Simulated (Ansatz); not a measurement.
Spectroscopic constants of Mg₂+, multiplicity 2 (lowest of 2S+1 = 2, 4 at CCSD(T)/def2-TZVPP on PBE0 minima; our sources give no spin for the ground state, which may be another).

The constants come from a fifth-degree fit in 1/R (seven points, main isotopes). Runs in def2 and cc sets follow the lowest solution found near the PBE0 minimum.

Correlated levels freeze the inner cores; with def2 sets outer-core shells near the valence are correlated too.

Run with Ansatz (Gaussian orbitals). Each number belongs to the level named beside it.

```json
[
 {"level": "r2SCAN/def2-TZVPP", "r_e (Å)": "3.039", "ω_e (cm⁻¹)": "207", "ω_e x_e (cm⁻¹)": "1.5"},
 {"level": "PBE0/def2-TZVPP", "r_e (Å)": "3.042", "ω_e (cm⁻¹)": "204", "ω_e x_e (cm⁻¹)": "1.4"},
 {"level": "BHLYP/def2-TZVPP", "r_e (Å)": "3.057", "ω_e (cm⁻¹)": "199", "ω_e x_e (cm⁻¹)": "1.4"},
 {"level": "wB97X-V/def2-TZVPP", "r_e (Å)": "3.045", "ω_e (cm⁻¹)": "___", "ω_e x_e (cm⁻¹)": "1.2"},
 {"level": "wB97M-V/def2-TZVPP", "r_e (Å)": "3.049", "ω_e (cm⁻¹)": "197", "ω_e x_e (cm⁻¹)": "1.2"},
 {"level": "B2PLYP/def2-TZVPP", "r_e (Å)": "3.049", "ω_e (cm⁻¹)": "200", "ω_e x_e (cm⁻¹)": "1.5"},
 {"level": "CCSD/def2-TZVPP", "r_e (Å)": "3.030", "ω_e (cm⁻¹)": "211", "ω_e x_e (cm⁻¹)": "1.3"},
 {"level": "CCSD(T)/def2-QZVPP", "r_e (Å)": "___", "ω_e (cm⁻¹)": "___", "ω_e x_e (cm⁻¹)": "1.2"}
]
```

Question: Complete the blanks.

Answer: 
- CCSD(T)/def2-QZVPP, r_e (Å): 3.011
- CCSD(T)/def2-QZVPP, ω_e (cm⁻¹): 219
- wB97X-V/def2-TZVPP, ω_e (cm⁻¹): 209

Doubts at one or more of the structures used: a spin-contaminated determinant (CCSD/def2-TZVPP, CCSD(T)/def2-QZVPP).

Ansatz is an electronic-structure program.
